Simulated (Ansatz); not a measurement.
Consider the atomization: `CC(Cl)[SiH2]O` → 2 C• + Cl• + 7 H• + O• + Si•.

Isolated molecules relaxed with PBE0-D4/def2-TZVP in Ansatz; ΔE leaves out vibrations. CCSD(T)/CBS is the MP2 limit (def2-TZVPP, def2-QZVPP) plus CCSD(T) − MP2 in def2-TZVPP, frozen cores. This one scheme is used for every species, atoms too. For atomizations the MP2-based limit and the directly extrapolated one differ by several kJ/mol either way, and by 10 to 25 for some Ge, Se and Sn compounds, so smaller differences from it don't rank the levels. Functionals use def2-TZVPP. Open shells (•) are unrestricted, without spin–orbit coupling. Spin–orbit coupling would lower the free atoms: a little for C, Cl, O, Si. Each species was taken in one conformer, which may not be the lowest.

```
         level  ΔE (kJ/mol)  difference from CCSD(T)/CBS
   LDA (SPW92)       4941.1                        581.0
        B97M-V       4355.6                         -4.5
    r2SCANh-D4       4334.4                        -25.7
  CAM-B3LYP-D4       4357.2                         -2.9
       ωB97M-V       4364.2                          4.1
        B2PLYP       4294.1                        -66.0
       r2SCANh       4327.3                        -32.8
         BHLYP       4199.2                       -160.9
MP2/def2-TZVPP       4307.9                        -52.2
MP2/def2-QZVPP       4376.0                         15.9
   CCSD(T)/CBS       4360.1                            0
```

Task: What do rigid-rotor, harmonic-oscillator terms from PBE0-D4/def2-TZVP frequencies (298.15 K, 1 bar) make of the CCSD(T)/CBS value? (An estimate is asked.)

Result: Ansatz gave: ΔZPE = -231.1 kJ/mol, ΔH = +4181.4 kJ/mol, ΔS = 1265 J/(mol·K), ΔG = +3804.3 kJ/mol. Open shells count their whole term as degenerate.

Largest T1 diagnostic among the species: 0.012.

In def2-TZVPP, CCSD(T) changes the Hartree–Fock value by +1033.5 kJ/mol (the triples alone add +58.7 kJ/mol) and MP2 by +1096.2 kJ/mol; breaking electron pairs costs correlation energy, which Hartree–Fock lacks. At CCSD(T), def2-SVP lies −271.6 kJ/mol from the extrapolated value and def2-TZVPP −114.9 kJ/mol: correlation converges slowly with the basis, and small sets miss more of it in the bonded molecule than in its fragments.
